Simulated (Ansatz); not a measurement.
System: InCl (charge 0, singlet). 
Structure (B3LYP-D3(BJ)/def2-TZVP (Ansatz, an electronic-structure program) minimum search):
SMILES: [Cl][In]
```xyz
2

In     0.0000     0.0000    -0.6288
Cl     0.0000     0.0000     1.8123
```
Charge 0, spin multiplicity 1.

Basis-set convergence of Hartree-Fock and MP2 correlation energies (hartree) with Ansatz. Correlated levels leave the core frozen unless marked. Spin-orbit coupling is left out. Frozen are the shells of the preceding noble gas and the d and f shells that filled before the atom's block. Past Kr the def2 sets carry scalar-relativistic core potentials.

```
basis        functions       E(HF)  E(corr, MP2)
-----------  ---------  ----------  ------------
def2-SVPD           59  -648.65932      -0.18420
def2-TZVPPD        107  -648.81263      -0.23585
def2-QZVPPD        167  -648.82568      -0.25791
```

Extrapolating the two largest sets (X = 3 and 4) as X^-3: E(corr) = (64·(-0.25791) - 27·(-0.23585))/37 = -0.2740 Eh, an estimate of the basis-set limit. The largest set recovers 94.1 % of it, the smallest 67.2 %.
